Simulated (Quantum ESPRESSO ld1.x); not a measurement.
Results of a calculation; reference values are marked as such.
The run below uses ld1.x (Quantum ESPRESSO 7.5).

```
 &input
    zed=3.0,
    iswitch=1,
    rel=0,
    dft='PBE',
    config='2s1',
    verbosity='high',
    prefix='ld1',
    max_out_wfc=37,
    file_charge='ld1.rho',
 /
```

Command: `OMP_NUM_THREADS=1 ld1.x < ld1.in > ld1.out`

Standard output:

```
     Program LD1 v.7.5 starts

     --------------------------- All-electron run ----------------------------

     atomic number is  3.00
     dft =PBE   lsd =0 sic =0 latt =0  beta=0.20 tr2=1.0E-14
     Exchange-correlation= PBE
                           (   1   4   3   4   0   0   0)
     mesh =1589 r(mesh) = 100.02175 a.u. xmin = -7.00 dx = 0.00800
     1 Ry =  13.60569312 eV

     n l     nl                  e(Ry)          e(Ha)          e(eV)
     2 0     2S 1( 1.00)      -1.902194349      -0.951097175    -25.8806726

     final scf error:  1.2E-15 reached in  44 iterations

     Etot =      -2.233520 Ry,      -1.116760 Ha,     -30.388594 eV

     Ekin =       2.212128 Ry,       1.106064 Ha,      30.097537 eV
     Encl =      -4.462817 Ry,      -2.231409 Ha,     -60.719721 eV
     Eh   =       0.452573 Ry,       0.226286 Ha,       6.157566 eV
     Exc  =      -0.435404 Ry,      -0.217702 Ha,      -5.923975 eV

     normalization and overlap integrals

     s(2S/2S) =  1.000000  <r> =   1.9940  <r2> =    4.6336  r(max) =   1.7322

     ------------------------ End of All-electron run ------------------------
```

Run on one thread of a shared host, so times are rough (Intel(R) Xeon(R) Processor @ 2.60GHz): 0.58 s of CPU time, 0.87 s wall, 44 iterations on 1589 mesh points.
